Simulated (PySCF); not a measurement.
## Working out the ionisation energy of I

I [Kr] 4d10 5s2 5p5 (2P) → I⁺ [Kr] 4d10 5s2 5p4 (3P). All numbers are calculated (PySCF 2.14, scalar relativity by spin-free X2C-1e, in x2c-QZVPPall (13s9p7d4f1g, 112 functions)). Frozen: [Ar] 3d10. Energies in hartree (1 hartree = 27.21139 eV):

```
             part     I (lower)    I⁺ (upper)
              UHF  -7112.754578  -7112.403951
MP2 opposite-spin     -0.538463     -0.512413
    MP2 same-spin     -0.284613     -0.275449
```

Problem. What does Hartree-Fock give?

Solution. (-7112.403951) − (-7112.754578) = 0.350627 hartree = 9.541 eV.

Problem. What do MP2 and SCS-MP2 (6/5 opposite-spin, 1/3 same-spin) give?

Solution. The opposite-spin parts differ by 0.709 eV and the same-spin parts by 0.249 eV. MP2: 9.541 + (0.709) + (0.249) = 10.499 eV. SCS-MP2: 9.541 + 1.2 × (0.709) + (0.249)/3 = 10.475 eV.

Measured between the centres of the two terms (NIST): 10.519 eV, so MP2 (valence and next inner shell) is off by -0.020 eV.

What remains against the reference includes basis incompleteness, the frozen core and correlation beyond second order.
